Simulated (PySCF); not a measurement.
Sn(I)(SH) (HISSn), SMILES [SH][Sn][I] (connectivity only; charge and spin as stated), neutral, multiplicity 1.

Coordinates come from a B3LYP-D3(BJ)/def2-SVP optimisation. The def2 effective core potentials stand for the cores of I, Sn; spin–orbit coupling is left out. The values are those of a single conformer.

These are PySCF with TDDFT-ωB97X/def2-SVPD values and carry that method's errors.

Vertical excitations. The molecule is in vacuum. State labels are in the subgroup Cs.

```
state  symmetry  energy (eV)  λ (nm)      f                                                  main pairs
-----  --------  -----------  ------  -----  ----------------------------------------------------------
S1           A"         3.18     390  0.011                                              HOMO→LUMO 95 %
S2           A"         4.01     309  0.003                                            HOMO−2→LUMO 95 %
S3           A'         4.04     307  0.031                                            HOMO−1→LUMO 92 %
S4           A'         4.63     268  0.008                                            HOMO−3→LUMO 83 %
S5           A"         4.87     255  0.001                                            HOMO−4→LUMO 97 %
S6           A'         4.93     252  0.076                        HOMO→LUMO+1 74 %, HOMO−2→LUMO+1 13 %
S7           A"         5.18     239  0.008                                          HOMO−1→LUMO+1 89 %
S8           A'         5.71     217  0.255                                          HOMO−2→LUMO+1 68 %
S9           A"         5.86     212  0.014  HOMO−1→LUMO+2 58 %, HOMO−3→LUMO+2 21 %, HOMO−3→LUMO+1 11 %
S10          A'         5.95     208  0.296                                            HOMO→LUMO+2 76 %
T1           A"         2.56     485      0                            HOMO→LUMO 83 %, HOMO−2→LUMO 14 %
T2           A'         3.49     355      0                                            HOMO−1→LUMO 86 %
T3           A"         3.86     321      0                            HOMO−2→LUMO 84 %, HOMO→LUMO 13 %
T4           A'         4.07     305      0                                            HOMO−3→LUMO 84 %
```
Triplets are in the Tamm–Dancoff approximation, which puts them higher than full response would, so one can lie above its singlet here.
